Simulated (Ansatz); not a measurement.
Species: GeH, charge 1, singlet. GeH+ (parent SMILES [GeH], singlet).
B3LYP-D3(BJ)/def2-TZVP minimum from Ansatz (a quantum-chemistry and plane-wave program):
```
Ge
H 1 1.5926
```
Charge +1, spin multiplicity 1.

Total energies in cc-pV5Z, 4 correlated electrons, 14 frozen orbitals. Open shells are spin-unrestricted; no spin-orbit coupling. Correlated methods leave the cores frozen (noble-gas shells, and filled d and f shells in the p block). No relativity. The spin of HGe+ (parent SMILES [GeH], singlet) was assumed, and the state is the lowest solution found for it.

| method | program | energy (Eh) | error against FCI (mEh) |
|---|---|---|---|
| HF | Ansatz | -2075.66943 | 90.42 |
| MP2 | Ansatz | -2075.74041 | 19.43 |
| CCSD | Ansatz | -2075.75800 | 1.85 |
| CCSD(T) | Ansatz | -2075.75951 | 0.33 |
| CCSDT(Q) | Ansatz | -2075.75983 | 0.01 |
| FCI | Ansatz | -2075.75984 | 0.00 |

Rough core times of Ansatz's runs on a shared machine: CCSD(T) under 20 s, CCSDT(Q) 50 s, FCI 3 min.
